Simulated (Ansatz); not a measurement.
Correlation energies of ClFH2NSi, SMILES `[NH][SiH](F)Cl` radical by basis set

Cartesian coordinates in Å:
```
N -0.980 0.174 0.951
Si 0.379 0.119 -0.114
F 1.040 -1.323 -0.226
Cl -0.323 0.656 -1.949
H -1.535 -0.682 1.008
H 1.419 1.056 0.331
```

Total charge 0; spin multiplicity 2. The structure was optimised at the PBE0-D4/def2-TZVP level. It is one conformer, not always the lowest. Frozen core, unrestricted reference, the Gaussian-basis code of Ansatz. CBS rows extrapolate triple and quadruple zeta.

```
      basis     HF (Eh)  MP2 corr.  CCSD corr.       (T)  CCSD(T) total
   def2-SVP  -903.21312   -0.53838    -0.57534  -0.01113     -903.79959
 def2-TZVPP  -903.68533   -0.72028    -0.75775  -0.02650     -904.46958
 def2-QZVPP  -903.71503   -0.78784    -0.81903  -0.03146     -904.56552
  CBS(def2)  -903.71913   -0.83789    -0.86443  -0.03513     -904.61869
cc-pV(D+d)Z  -903.59649   -0.54660    -0.58466  -0.01211     -904.19326
cc-pV(T+d)Z  -903.69023   -0.72239    -0.75908  -0.02672     -904.47603
cc-pV(Q+d)Z  -903.71178   -0.78873    -0.81996  -0.03139     -904.56313
    CBS(cc)  -903.71827   -0.83595    -0.86330  -0.03471     -904.61628
```
